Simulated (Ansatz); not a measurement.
Pulling on the H–H spacing in H8 chain (multiplicity 1 held). Energies count from the point at 0.900 Å.
Geometry at that point (charge 0, multiplicity 1):
```xyz
8

H      0.00000     0.00000     0.00000
H      0.00000     0.00000     0.90000
H      0.00000     0.00000     1.80000
H      0.00000     0.00000     2.70000
H      0.00000     0.00000     3.60000
H      0.00000     0.00000     4.50000
H      0.00000     0.00000     5.40000
H      0.00000     0.00000     6.30000
```

Unrestricted levels (U-) break spin symmetry where that is lower. Active spaces are followed from rest. Curves can end on different states.

The values were computed with Ansatz (Gaussian basis) for Hartree–Fock, density functionals and correlated methods. 

### Question
Give the energy at R = 3.600 Å at the level U-HF/cc-pVTZ.

### Answer
8.77 eV

### Question
Estimate the energy at R = 3.600 Å that U-SCS-MP2/cc-pVTZ returns for this input.

### Answer
13.71 eV

### Question
Estimate the energy at R = 3.600 Å that FIC-MRCISD+Q on CASSCF(8,8)/cc-pVTZ returns for this input.

### Answer
14.21 eV

Doubts at one or more of the structures used: a spin-contaminated determinant (U-HF/cc-pVTZ, U-SCS-MP2/cc-pVTZ).

Ansatz is an electronic-structure program.
